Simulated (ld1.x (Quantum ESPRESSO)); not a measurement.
Ir ultrasoft: all-electron and pseudo phase curves

ld1.x (Quantum ESPRESSO) 7.5 input, shortened:

```
&input
   title='Ir', zed=77., rel=1, dft='PZ', iswitch=3,
   config='[Xe] 4f14 5d7 6s2 6p0'
 /
 &inputp
   pseudotype=3, tm=.true., lloc=-1, rcloc=2.25,
   nlcc=.true., rcore=1.30
 /
6
6S  1  0   2.00   0.00  1.90  2.60  0.0
6S  1  0   0.00   2.55  1.90  2.60  0.0
5P  2  1   6.00   0.00  1.50  1.70  0.0
6P  3  1   0.00   0.00  1.50  1.70  0.0
5D  3  2   7.00   0.00  1.25  1.65  0.0
5D  3  2   0.00   1.55  1.25  1.65  0.0
 &test
   configts(1)='5p6 5d7 6s2 6p0'
 /
```

The phase is arctan(r·u′/u) with u = r·R(r), unwrapped; energies in Ry, scanned from -6 to 5 Ry. A pole is an energy at which the radial function vanishes at the test radius. The pseudo phase is shifted by a multiple of π to meet the all-electron one at the reference energy, and phase errors are pseudo minus all-electron; the curves can meet again beyond the range given. Levels narrower than the energy grid can be missing from the lists of poles.

```csv
channel,radius (bohr),reference energy (Ry),"poles, all-electron","poles, pseudo",unbroken range about the reference energy with phases within 0.05 rad,phase error 1 Ry above the reference energy (rad)
s,2.86,-0.48,0.97,0.97,below 4.1,-0.001
p,2.86,-0.10,"-4.02, 2.41","-4.02, -1.29, 3.70",not even at the reference energy,+0.475
d,2.86,-0.54,"-0.28, 4.91","-0.28, 4.92",the whole range,+0.000
```

A Bessel basis up to 400 Ry misses an occupied level by 0.77 Ry, so cutoffs and ghosts were not judged.

Phases in the p channel:

| E (Ry) | all-electron | pseudo |
| --- | --- | --- |
| -6.00 | 1.419 | 4.561 |
| -5.48 | 1.410 | 4.552 |
| -4.96 | 1.399 | 4.540 |
| -4.44 | 1.378 | 4.520 |
| -3.92 | -1.708 | 1.434 |
| -3.40 | -1.764 | 1.378 |
| -2.88 | -1.789 | 1.354 |
| -2.36 | -1.819 | 1.324 |
| -1.84 | -1.860 | 1.280 |
| -1.32 | -1.925 | -0.637 |
| -0.80 | -2.048 | -1.961 |
| -0.28 | -2.360 | -2.139 |
| 0.24 | -3.373 | -2.590 |
| 0.76 | -4.252 | -3.637 |
| 1.28 | -4.518 | -4.259 |
| 1.80 | -4.633 | -4.479 |
| 2.32 | -4.702 | -4.584 |
| 2.84 | -4.754 | -4.646 |
| 3.36 | -4.800 | -4.690 |
| 3.88 | -4.851 | -4.723 |
| 4.40 | -4.918 | -4.752 |
| 4.92 | -5.029 | -4.780 |
